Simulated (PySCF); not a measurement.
# Polarisability of `C=C[PH+](C=C)C[SiH3]`

Species: C5H12PSi (charge +1).
Geometry (GFN2-xTB, Å), atoms numbered from 1 in this order:
```xyz
19
C5H12PSi angstrom
C      2.8785    0.2740   -1.1449
C      1.5768    0.3331   -1.3882
P      0.3333    0.0633   -0.1219
C     -0.5802    1.5799    0.1560
C     -0.5857    2.2217    1.3155
C     -0.7586   -1.2897   -0.5653
Si    -1.8744   -1.8885    0.9161
H      3.2716    0.0706   -0.1611
H      3.6044    0.4296   -1.9263
H      1.1816    0.5401   -2.3767
H      1.0051   -0.2307    1.0476
H     -1.1186    1.9475   -0.7107
H     -1.1345    3.1400    1.4459
H     -0.0464    1.8602    2.1768
H     -1.3742   -0.9460   -1.4003
H     -0.1354   -2.1078   -0.9319
H     -2.6104   -0.7049    1.3600
H     -0.9318   -2.3414    1.9395
H     -2.7108   -2.9417    0.3626
```

Level: wB97X-D/def2-SVPD (PySCF), static field, nuclei fixed, core orbitals frozen in the response. The polarisability tensor in these axes (au):

```
x   114.91   5.33 -12.89
y     5.33 101.34   5.83
z   -12.89   5.83  96.53
```

Question: Diagonalise the tensor; give its mean and Δα, where Δα² is half the sum of the squared differences of the eigenvalues.

Answer: Principal values 86.06, 104.95 and 121.78 au; mean 104.26 au = 15.45 Å³ = 17.19 × 10⁻⁴⁰ C²·m²/J; Δα = 30.95 au (30 % of the mean).

Question: Rayleigh depolarisation ratio (linearly polarised light, static tensor)?

Answer: ρ = 3Δα²/(45ᾱ² + 4Δα²) = 2874.5/(489163 + 3832.6) = 0.00583.

Question: Form Σ f/ω² (atomic units) for the 8 lowest TDDFT singlets, given as eV and f, and set it beside the mean polarisability, which is this sum over all singlets: 6.79, 0.2891; 7.05, 0.1518; 7.39, 0.1830; 7.69, 0.2296; 7.77, 0.0723; 7.94, 0.0179; 8.08, 0.0059; 8.24, 0.0169.

Answer: They add up to 13.62 au, 13.1 % of the 104.26 au; the largest single term is 4.64 au, from the state at 6.79 eV. Terms in order: 4.64, 2.26, 2.48, 2.88, 0.89, 0.21, 0.07, 0.18 au. Higher excitations give the rest. The strengths listed sum to 0.967.

Question: Give the principal axes and the span of the nuclei along them.

Answer: Largest value along (0.90, 0.11, -0.43), where the nuclei span 7.11 Å; middle along (0.11, 0.89, 0.45), 6.05 Å; least along (0.43, -0.45, 0.78), 4.08 Å. The response follows the extents in order.

Question: What are the principal values of the traceless quadrupole moment, Θ = ½Σq(3rr − r²1), about the centre of nuclear charge?

Answer: -8.66, -0.34, 9.01 D·Å. The values depend on the origin, since the species is charged. The electronic extent ⟨r²⟩ about the same centre is 1458 bohr², a root-mean-square distance of 2.41 Å for the 70 electrons.

One conformer (not necessarily the lowest) at the GFN2-xTB geometry, without solvent, vibrations or thermal averaging.

These values come from a run that also computed excited states. On one thread, Arm Neoverse V1 (aarch64), no GPU, shared host with 32 logical CPUs at a one-minute load of 17, this took 75 s wall (with the writing of density and orbital grids) and 1.1 GiB of memory at its peak.
